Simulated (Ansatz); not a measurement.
Coupled-cluster diagnostics for Al2Ru2 (the lowest singlet isomer of a short search), Ansatz.

Geometry of the singlet (r2SCAN-D4/def2-SVP):

Cartesian coordinates in Å:
```
Ru -1.285 1.049 0.979
Ru 0.834 0.669 0.546
Al -1.033 -0.668 -0.536
Al 1.484 -1.050 -0.989
```

In the def2 sets Ru takes a core potential; there is no spin–orbit coupling. Correlated methods freeze 10 core orbitals; core or outer-core shells of Ru are correlated, in sets that lack core-valence functions. The geometry of the singlet was relaxed on an unsound state (restricted singlet, unstable towards broken spin symmetry at other levels and untested here). At PBE0-D4/def2-TZVP a quintet of charge 0 lies 1.26 eV below the restricted singlet, each at its own geometry. The structure comes from a short search, and lower isomers may exist.

Task: Estimate the CCSD(T) correlation energy, the shares of MP2 and (T), T1 and the reference's ⟨S²⟩ for: charge 0, singlet, own geometry in def2-TZVPP; and the rough time on 4 threads of Arm Neoverse V1 on a shared host.

Result: 
```csv
state,basis,correlation (eV),MP2 share (%),(T) share (%),T1,⟨S²⟩ (pure),wall time,remarks
"charge 0, singlet, own geometry",def2-TZVPP,-41.816,99.2,7.9,0.115,0.00 (0.00),4.7 min,"large T1 (0.115), restricted SCF unstable"
```
Customary marks for T1 are 0.02 (closed shells), 0.045 (open shells) and about 0.05 (3d metals). T1 exceeds 0.02 in 1 of 1 rows and 0.045 in 1; the higher it lies, the less the single-reference result can be trusted.
